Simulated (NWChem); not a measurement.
All runs are NWChem calculations. System: CH$_{3}$FOSi, charge 0, spin multiplicity 1, at a geometry optimised with B3LYP/def2-SVP. The structure started from a generated list of species. Level: PBE0/aug-pcseg-1.

Part of the output:

```
             Northwest Computational Chemistry Package (NWChem) 7.3.0
             --------------------------------------------------------

                                NWChem Input Module
                                -------------------

 Scaling coordinates for geometry "geometry" by  1.889725989
 (inverse scale =  0.529177249)

 Turning off AUTOSYM since
 SYMMETRY directive was detected!

                             Geometry "geometry" -> ""
                             -------------------------

 Output coordinates in angstroms (scale by  1.889725989 to convert to a.u.)

  No.       Tag          Charge          X              Y              Z
 ---- ---------------- ---------- -------------- -------------- --------------
    1 O                    8.0000    -1.89049000    -1.02579500     0.00000000
    2 C                    6.0000    -1.22878300    -0.01149100     0.00000000
    3 Si                  14.0000     0.69024900    -0.18392000     0.00000000
    4 F                    9.0000     1.37283400     1.29652000     0.00000000
    5 H                    1.0000    -1.72792400     0.99888600     0.00000000
    6 H                    1.0000     1.10277700    -0.90868700    -1.22877800
    7 H                    1.0000     1.10277700    -0.90868700     1.22877800

 Effective nuclear repulsion energy (a.u.)     154.4179304471

            Nuclear Dipole moment (a.u.)
            ----------------------------
        X                 Y               Z
 ---------------- ---------------- ----------------
     0.0000075589     0.0000113384     0.0000000000

      Symmetry information
      --------------------

 Group name             Cs
 Group number              2
 Group order               2
 No. of unique centers     6

      Symmetry unique atoms

     1    2    3    4    5    6


 Summary of "ao basis" -> "" (spherical)
 ------------------------------------------------------------------------------
       Tag                 Description            Shells   Functions and Types
 ---------------- ------------------------------  ------  ---------------------
 *                        aug-pcseg-1                 on all atoms

                                 NWChem DFT Module
                                 -----------------

 Summary of "ao basis" -> "ao basis" (spherical)
 ------------------------------------------------------------------------------
       Tag                 Description            Shells   Functions and Types
[...]
 Vector   19  Occ=2.000000D+00  E=-3.714111D-01  Symmetry=a"
              MO Center=  8.2D-01, -5.2D-01, -9.0D-15, r^2= 2.8D+00
   Bfn.  Coefficient  Atom+Function         Bfn.  Coefficient  Atom+Function
  ----- ------------  ---------------      ----- ------------  ---------------
    57      0.400355  3 Si pz               106     -0.317188  6 H  s
   115      0.317188  7 H  s                 80     -0.254988  4 F  pz
    83     -0.191143  4 F  pz               107     -0.183520  6 H  s
   116      0.183520  7 H  s                  7     -0.171064  1 O  pz
    54     -0.151165  3 Si pz                10     -0.126797  1 O  pz

 Vector   20  Occ=2.000000D+00  E=-2.765125D-01  Symmetry=a'
              MO Center= -1.3D+00, -4.4D-01, -9.9D-16, r^2= 2.3D+00
   Bfn.  Coefficient  Atom+Function         Bfn.  Coefficient  Atom+Function
  ----- ------------  ---------------      ----- ------------  ---------------
     5      0.454440  1 O  px                 8      0.367988  1 O  px
    51      0.311904  3 Si s                 55      0.294543  3 Si px
     6     -0.261465  1 O  py                97      0.259766  5 H  s
    31     -0.228438  2 C  px                28     -0.209264  2 C  px
     9     -0.206542  1 O  py                49     -0.155927  3 Si s

 Vector   21  Occ=0.000000D+00  E=-7.721234D-02  Symmetry=a"
              MO Center= -1.1D+00, -2.2D-01, -1.8D-15, r^2= 2.6D+00
   Bfn.  Coefficient  Atom+Function         Bfn.  Coefficient  Atom+Function
  ----- ------------  ---------------      ----- ------------  ---------------
    33      0.576872  2 C  pz                30      0.440282  2 C  pz
     7     -0.405195  1 O  pz                10     -0.377497  1 O  pz
    36      0.207263  2 C  pz               107      0.198687  6 H  s
   116     -0.198687  7 H  s                 13     -0.172713  1 O  pz
   108      0.152320  6 H  s                117     -0.152320  7 H  s

 Vector   22  Occ=0.000000D+00  E=-1.839521D-02  Symmetry=a'
              MO Center=  9.1D-01, -2.1D-03,  1.1D-13, r^2= 7.6D+00
   Bfn.  Coefficient  Atom+Function         Bfn.  Coefficient  Atom+Function
  ----- ------------  ---------------      ----- ------------  ---------------
    51      1.524223  3 Si s                108     -0.660498  6 H  s
   117     -0.660498  7 H  s                 59     -0.543491  3 Si py
    62     -0.539577  3 Si py                99     -0.406663  5 H  s
    77      0.399916  4 F  s                 56     -0.361492  3 Si py
    58     -0.362267  3 Si px                27     -0.331375  2 C  s

 Vector   23  Occ=0.000000D+00  E= 7.287624D-04  Symmetry=a'
              MO Center= -1.2D+00,  8.4D-01, -1.9D-15, r^2= 1.3D+01
   Bfn.  Coefficient  Atom+Function         Bfn.  Coefficient  Atom+Function
  ----- ------------  ---------------      ----- ------------  ---------------
    27      1.590966  2 C  s                 99     -1.402291  5 H  s
    51      1.241181  3 Si s                108     -0.988715  6 H  s
   117     -0.988715  7 H  s                 58      0.560676  3 Si px
    26      0.488396  2 C  s                 35      0.488712  2 C  py
    62     -0.472964  3 Si py                61      0.413427  3 Si px

 center of mass
 --------------
 x =   0.02157493 y =   0.05126913 z =   0.00000000

 moments of inertia (a.u.)
 ------------------
         197.730711006349        -205.935563999957           0.000000000000
        -205.935563999957         474.639984163830           0.000000000000
           0.000000000000           0.000000000000         650.634193723147

     Multipole analysis of the density
     ---------------------------------

     L   x y z        total         alpha         beta         nuclear
     -   - - -        -----         -----         ----         -------
     0   0 0 0     -0.000000    -20.000000    -20.000000     40.000000

     1   1 0 0      0.268173      0.134083      0.134083      0.000008
     1   0 1 0      0.190490      0.095239      0.095239      0.000011
     1   0 0 1     -0.000000     -0.000000     -0.000000      0.000000

     2   2 0 0    -25.632016   -131.913309   -131.913309    238.194601
     2   1 1 0     -4.333856    -48.787987    -48.787987     93.242118
     2   1 0 1      0.000000      0.000000      0.000000      0.000000
     2   0 2 0    -24.883894    -60.062593    -60.062593     95.241291
     2   0 1 1     -0.000000     -0.000000     -0.000000      0.000000
     2   0 0 2    -21.894403    -16.339135    -16.339135     10.783867

 Task  times  cpu:        5.8s     wall:        5.8s

 Total times  cpu:        5.8s     wall:        5.8s
```

**Question.** Write an NWChem input that would produce this output.

**Answer.** One answer among several that fit: 
```
start mol
memory heap 200 mb stack 900 mb global 1100 mb
geometry units angstroms nocenter noautoz
  O     -1.890490    -1.025795     0.000000
  C     -1.228783    -0.011491     0.000000
  Si     0.690249    -0.183920     0.000000
  F      1.372834     1.296520     0.000000
  H     -1.727924     0.998886     0.000000
  H      1.102777    -0.908687    -1.228778
  H      1.102777    -0.908687     1.228778
  symmetry group Cs
end
basis spherical
  * library aug-pcseg-1
end
dft
  xc pbe0
  semidirect memsize 60000000 filesize 0
  iterations 100
end
task dft energy
```
